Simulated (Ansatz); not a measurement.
The same path of C2H8BNO (13 atoms, charge 0, multiplicity 1) was run 3 times with different band settings. The coordinate that changes most is the dihedral H9–C3–O4–C5.

Computed with Ansatz 0.2.0, RKS BLYP-D4/def2-SVP.

Relaxed end points:

```xyz
13
Properties=species:S:1:pos:R:3
B -1.271 1.934 0.925
N -0.627 0.701 1.085
C 0.367 0.119 0.213
O -0.191 -1.017 -0.435
C 0.750 -1.712 -1.236
H -2.112 2.263 1.733
H -0.956 2.642 -0.010
H -0.901 0.075 1.849
H 0.687 0.893 -0.524
H 1.272 -0.192 0.797
H 0.232 -2.585 -1.676
H 1.148 -1.079 -2.066
H 1.623 -2.078 -0.640
```

```xyz
13
Properties=species:S:1:pos:R:3
B -0.769 1.770 0.520
N -0.371 0.530 1.035
C 0.826 -0.232 0.688
O 0.543 -1.458 0.038
C 0.045 -1.311 -1.289
H -1.816 2.255 0.895
H -0.050 2.327 -0.284
H -0.975 0.033 1.700
H 1.470 0.428 0.062
H 1.381 -0.517 1.606
H -0.096 -2.329 -1.698
H -0.930 -0.774 -1.320
H 0.764 -0.757 -1.938
```

Common settings: spring 5.0 eV/Å²; optimiser quadratic models (default); start path IDPP; force threshold 0.03 eV/Å; end points relaxed.

| run | movable images | climbing image | iteration limit |
| --- | --- | --- | --- |
| 1 | 7 | yes | 60 |
| 2 | 8 | no | 60 |
| 3 | 7 | yes | 10 |

Q: What does each run give, and how far can it be trusted?

A: Run 1: converged after 6 iterations, highest image 0.076 eV above the first end. A vibrational analysis at the climbing image gives one clearly imaginary mode, 118i cm⁻¹: a first-order saddle point.
Run 2: converged after 5 iterations, highest image 0.076 eV above the first end. No image climbed, so the highest image needn't sit at the top of the path.
Run 3: converged after 6 iterations, highest image 0.076 eV above the first end. Another band between the same ends (7 images) ends at a top of the same energy, where a vibrational analysis finds 1 clearly imaginary mode.
